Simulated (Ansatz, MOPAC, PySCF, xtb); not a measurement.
Pair of molecules: SiH4 (SMILES [SiH4]) (first 5 atoms) with C3H4 (SMILES C=C=C); geometry from B3LYP-D3(BJ)/def2-TZVP, rigid monomers moved along the line of their centres of mass till Si1···C6 is 4.14 Å.
(charge 0, multiplicity 1):
```xyz
12

Si    -0.1806    -0.0308     0.1096
H     -0.6413    -1.4251     0.2873
H     -1.0414     0.8864     0.8881
H     -0.2671     0.3286    -1.3262
H      1.2230     0.0972     0.5575
C      0.1427    -1.2530     4.0533
C      0.1773     0.0277     4.2758
C      0.2099     1.3098     4.4850
H      1.0258    -1.7916     3.7294
H     -0.7697    -1.8232     4.1839
H      0.4514     1.7165     5.4602
H     -0.0044     2.0120     3.6876
```

Interaction energies are E(AB) − E(A) − E(B) at the monomers' geometry in the complex; basis-set methods are counterpoise corrected. Rows marked so take none.

Cores are frozen in the correlated methods. Rows in 6-31G*, STO-3G carry no dispersion term and start afresh at each structure (6-31G* with six Cartesian d functions). MP2/6-31G* freezes PySCF's default core. The state reached by PM3 isn't checked.

The values were computed with Ansatz (Gaussian basis) for Hartree–Fock, density functionals and correlated methods; MOPAC for PM3 (differences of heats of formation); PySCF for 6-31G* rows, STO-3G rows; xtb for the GFN methods. Each number belongs to the level named beside it.

```
level                            interaction energy (meV)
-------------------------------  ------------------------
GFN-FF                                              -39.0
PM3                                                  15.6
HF/STO-3G (no counterpoise)                          -0.3
PBE/def2-TZVPPD                                     -24.1
B3LYP/6-31G*                                          6.0
M06-2X/6-31G* (no counterpoise)                     -68.1
wB97M-V/def2-TZVPPD                                 -53.0
MP2/6-31G* (no counterpoise)                        -60.8
CCSD(T)/aug-cc-pV(D+d)Z                               [?]
```

### Question
Complete the blanks.

### Answer

- CCSD(T)/aug-cc-pV(D+d)Z, interaction energy (meV): -49.2

Ansatz is a quantum-chemistry and plane-wave program.
